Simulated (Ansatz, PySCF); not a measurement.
Dimer: HCl (SMILES Cl) (first 2 atoms) with ClH3Si (SMILES [SiH3]Cl); geometry from B3LYP-D3(BJ)/def2-TZVP, rigid monomers moved along the line of their centres of mass till H2···Cl4 is 2.22 Å.
(charge 0, multiplicity 1):
```json
[
 {"atom": "Cl", "x (Å)": "0.1814", "y (Å)": "0.4272", "z (Å)": "-0.0816"},
 {"atom": "H", "x (Å)": "-0.0892", "y (Å)": "-0.4557", "z (Å)": "0.8177"},
 {"atom": "Si", "x (Å)": "0.0664", "y (Å)": "0.6924", "z (Å)": "3.5827"},
 {"atom": "Cl", "x (Å)": "-0.3848", "y (Å)": "-1.2169", "z (Å)": "2.8853"},
 {"atom": "H", "x (Å)": "-0.0283", "y (Å)": "0.6530", "z (Å)": "5.0539"},
 {"atom": "H", "x (Å)": "-0.9184", "y (Å)": "1.6274", "z (Å)": "3.0116"},
 {"atom": "H", "x (Å)": "1.4347", "y (Å)": "1.0218", "z (Å)": "3.1471"}
]
```

Interaction energies are E(AB) − E(A) − E(B) at the monomers' geometry in the complex; basis-set methods are counterpoise corrected.

Cores are frozen in the correlated methods. CBS: X⁻³ extrapolation of the correlation energy, Hartree–Fock from the larger set.

Codes used: Ansatz (an electronic-structure program); PySCF for the dispersion terms. 

PBE/def2-TZVPPD gives -1.35 kcal/mol for the interaction energy.

Problem. Where do these levels fall relative to PBE: PBE-D3(BJ)/def2-TZVPPD, r2SCAN/def2-TZVPPD, PBE0/def2-TZVPPD, wB97M-V/def2-TZVPPD, MP2/CBS(aug-cc-pV(D+d)Z, aug-cc-pV(T+d)Z), MP2/CBS(aug-cc-pV(D+d)Z, aug-cc-pV(T+d)Z) + ΔCCSD(T)/aug-cc-pV(D+d)Z.

Solution. PBE-D3(BJ)/def2-TZVPPD -1.47; r2SCAN/def2-TZVPPD -0.56; PBE0/def2-TZVPPD 0.20; wB97M-V/def2-TZVPPD -0.41; MP2/CBS(aug-cc-pV(D+d)Z, aug-cc-pV(T+d)Z) -1.13; MP2/CBS(aug-cc-pV(D+d)Z, aug-cc-pV(T+d)Z) + ΔCCSD(T)/aug-cc-pV(D+d)Z -0.40 kcal/mol. 1 of 6 lie above PBE; the widest gap is to PBE-D3(BJ)/def2-TZVPPD.
